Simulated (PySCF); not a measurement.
From one molecule to another.

First species: C2H13FSi5.
Atom-mapped SMILES: `[F:1][CH2:2][C@H:3]([SiH3:4])[SiH:5]1[SiH2:6][SiH2:7][SiH2:8]1` (hydrogens: H9, H10 on C2; H11 on C3; H12, H13, H14 on Si4; H15 on Si5; H16, H17 on Si6; H18, H19 on Si7; H20, H21 on Si8)

Second species: C7H12NP.
Cartesian coordinates in Å at the GFN2-xTB level; atoms count from 1:
```xyz
21
C7H12NP angstrom
C      2.0628    0.2724   -1.0784
C      1.1153   -0.3705   -0.0644
C      1.8068   -0.5040    1.2949
C     -0.1259    0.4613    0.0764
P     -0.1449    2.1381    0.5033
C     -1.8976    2.0979    0.4174
C     -2.3567    0.8622    0.0833
N     -1.3714   -0.0524   -0.1051
C     -1.6522   -1.4160   -0.4733
H      2.9673   -0.3226   -1.1863
H      1.5822    0.3562   -2.0512
H      2.3357    1.2710   -0.7439
H      0.8561   -1.3725   -0.4208
H      2.0750    0.4823    1.6670
H      2.7098   -1.1042    1.2063
H      1.1450   -0.9749    2.0192
H     -2.5298    2.9459    0.6066
H     -3.3828    0.5627   -0.0403
H     -1.2137   -1.6541   -1.4455
H     -2.7306   -1.5509   -0.5380
H     -1.2593   -2.1109    0.2724
```

Levels: PBE0/pcSseg-1 for dipole moment, HOMO energy, LUMO energy and HOMO–LUMO gap; GFN2-xTB for rotational constant A and rotational constant C. Geometries: GFN2-xTB. All species are isolated and taken at one optimised geometry, non-relativistic unless stated; the electronic structure was computed with PySCF and density fitting.

Dipoles, sizes and rotational constants follow the conformer. The torsions of the flexible species, by atom-mapped SMILES:
- `[F:1][CH2:2][C@H:3]([SiH3:4])[SiH:5]1[SiH2:6][SiH2:7][SiH2:8]1`: F1–C2–C3–Si4 72°, C2–C3–Si5–Si6 63°
- `[CH3:1][CH:2]([CH3:3])[c:4]1[p:5][cH:6][cH:7][n:8]1[CH3:9]`: C1–C2–C4–P5 -56°

(1) Which of the two has the higher LUMO energy, and by how much?

(2) Which has the higher HOMO energy?

(3) Which of the two has the higher HOMO–LUMO gap, and by how much?

(4) Which of the two has the higher dipole moment, and by how much?

(5) Which has the higher rotational constant A?

(6) Which of the two has the higher rotational constant C, and by how much?

Results:

(1) The second: 0.01 eV against -1.45 eV, a difference of 1.46 eV.

(2) The second: -5.91 eV against -7.47 eV, a difference of 1.56 eV.

(3) The first: 6.02 eV against 5.92 eV, a difference of 0.10 eV.

(4) The second: 3.93 D against 1.89 D, a difference of 2.04 D.

(5) The second: 1.927 GHz against 1.317 GHz, a difference of 0.610 GHz.

(6) The second: 0.918 GHz against 0.526 GHz, a difference of 0.392 GHz.

On the first: The dipole equals about 6.3 × 10⁻³⁰ C·m (1 D = 3.33564 × 10⁻³⁰ C·m).

On the second: The dipole matches unit charges of opposite sign 0.82 Å apart (1 e·Å = 4.8032 D). GFN2-xTB frequencies show an imaginary mode (35i cm⁻¹), so this geometry is no minimum at that level.
